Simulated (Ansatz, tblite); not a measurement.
Spin states of the cluster Sr2O3⁻, each relaxed with PBE0-D4/def2-SVPD in Ansatz. Electronic energies in the gas phase.

In the def2 sets Sr takes a core potential; there is no spin–orbit coupling. The xTB rows come from tblite. Correlated methods freeze 3 core orbitals; core or outer-core shells of Sr are correlated, in sets that lack core-valence functions. The rows differ in basis, and correlated rows in double-zeta sets carry the largest basis error. In CCSD on the charge -1 doublet the largest single amplitude is 0.53, so its Hartree–Fock determinant may place the open shell otherwise than the density functionals do. The structure holds 1 bond(s) between oxygen atoms. HOMO above LUMO, or a gap near zero within one spin, warns that the state may not be the lowest or that an electron is smeared out. The structure comes from a short search, and lower isomers may exist.

Doublet geometry (C2v within 0.1 Å):

Cartesian coordinates in Å:
```
Sr 0.995 0.665 1.144
Sr -1.222 -0.075 -1.115
O -0.040 -1.339 0.478
O 0.909 -0.920 -0.591
O -0.642 1.668 0.083
```

Quartet geometry (C2v within 0.1 Å):

```
atom   x (Å)   y (Å)   z (Å)
 Sr1  -1.619  -0.873  -0.304
 Sr2   1.683   0.594  -0.539
  O3   0.176  -0.171   1.407
  O4  -0.357   0.964   0.992
  O5   0.117  -0.514  -1.556
```

⟨S²⟩: doublet 0.75 at PBE0-D4/def2-TZVPD (pure 0.75), quartet 3.76 at PBE0-D4/def2-TZVPD (pure 3.75).

Run but left out: HF/def2-SVPD, HF/def2-TZVPD, MP2/def2-SVPD, MP2/def2-TZVPD (doublet: a determinant that CCSD turns far, T1 0.071).

Only these spin states were relaxed.

Question: Estimate which spin state lies lowest at each of these levels, and by how much: GFN2-xTB; LDA (SPW92)/def2-TZVPD; PBE-D4/def2-TZVPD; r2SCAN0-D4/def2-TZVPD; ωB97M-V/def2-TZVPD; RPA@PBE/def2-TZVPD; CCSD/def2-SVPD; CCSD(T)/def2-SVPD.

Answer: 
| level | quartet − doublet (kcal/mol) | lowest of these | remarks |
| --- | --- | --- | --- |
| GFN2-xTB | 37.0 | doublet | – |
| LDA (SPW92)/def2-TZVPD | 39.0 | doublet | HOMO above zero (doublet), HOMO above zero (quartet) |
| PBE-D4/def2-TZVPD | 32.4 | doublet | HOMO above zero (doublet), HOMO above zero (quartet), gap within one spin near zero (doublet) |
| r2SCAN0-D4/def2-TZVPD | 26.0 | doublet | HOMO above zero (doublet), HOMO above zero (quartet) |
| ωB97M-V/def2-TZVPD | 29.6 | doublet | HOMO above zero (doublet) |
| RPA@PBE/def2-TZVPD | 25.6 | doublet | – |
| CCSD/def2-SVPD | 26.7 | doublet | large T1 (0.071) (doublet) |
| CCSD(T)/def2-SVPD | 29.8 | doublet | large T1 (0.071) (doublet) |

The xTB methods have no spin-polarisation term.
